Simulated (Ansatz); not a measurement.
`[CH3][InH][Cl]` + `N=C=O` → `O=C=[N][InH][Cl]` + CH₄ at 400 K and 1 bar (ligand exchange at the In–C bond).

Computed with Ansatz on PBE0-D4/def2-TZVP structures; ΔE is electronic, products minus reactants. CCSD(T)/CBS adds triple-zeta CCSD(T) − MP2 to the extrapolated MP2 energy (def2 sets, frozen cores). This one scheme is used for every species. def2 core potentials past Kr. For In outer-core shells are correlated without core-valence functions, which leaves a few kJ/mol of doubt a bond. One conformer a species, not always the lowest.

```json
{"species": "`[CH3][InH][Cl]`", "CCSD(T)/CBS energy (Eh)": "-690.09240", "H − E (kJ/mol)": "138.2", "S (J/(mol·K))": "366.6"}
{"species": "`N=C=O`", "CCSD(T)/CBS energy (Eh)": "-168.51995", "H − E (kJ/mol)": "72.4", "S (J/(mol·K))": "252.4"}
{"species": "`O=C=[N][InH][Cl]`", "CCSD(T)/CBS energy (Eh)": "-818.18295", "H − E (kJ/mol)": "82.8", "S (J/(mol·K))": "391.2"}
{"species": "CH₄", "CCSD(T)/CBS energy (Eh)": "-40.46206", "H − E (kJ/mol)": "131.3", "S (J/(mol·K))": "197.2"}
```

H − E and S are ideal-gas, rigid-rotor, harmonic terms from PBE0-D4/def2-TZVP, for one conformer and one mirror image of each species. 1 Eh = 2625.50 kJ/mol, R = 8.31446 J/(mol·K).

Question: By hand: ΔE, ΔH, ΔS and ΔG.

Answer: ΔE = (-818.18295) + (-40.46206) − (-690.09240) − (-168.51995) = -0.03266 Eh = -85.7 kJ/mol. Δ(H − E) = 82.8 + 131.3 − 138.2 − 72.4 = 3.5, so ΔH = -82.2 kJ/mol. ΔS = 391.2 + 197.2 − 366.6 − 252.4 = -30.6 J/(mol·K). ΔG = -82.2 − 400 × (-30.6)/1000 = -70.0 kJ/mol.

Question: By hand: the equilibrium constant, and the temperature at which ΔG would vanish if ΔH and ΔS stayed fixed.

Answer: log₁₀ K = −ΔG/(RT ln 10) = 9.1. ΔG = 0 at ΔH/ΔS = 2686 K, far beyond where these terms or the molecules hold.

ΔH outweighs TΔS. A doubt of 5 kJ/mol in ΔE shifts log₁₀ K by 0.7 here. Other conformers and mirror images would add mixing entropy, several J/(mol·K) or more a flexible species. Modes under 60 cm⁻¹, often nearly free rotors, make the harmonic entropy too high. These are equilibria of isolated gas molecules and say nothing of rates. Largest T1 diagnostic: 0.018 (customary marks: 0.02 for closed shells, 0.045 for open ones).
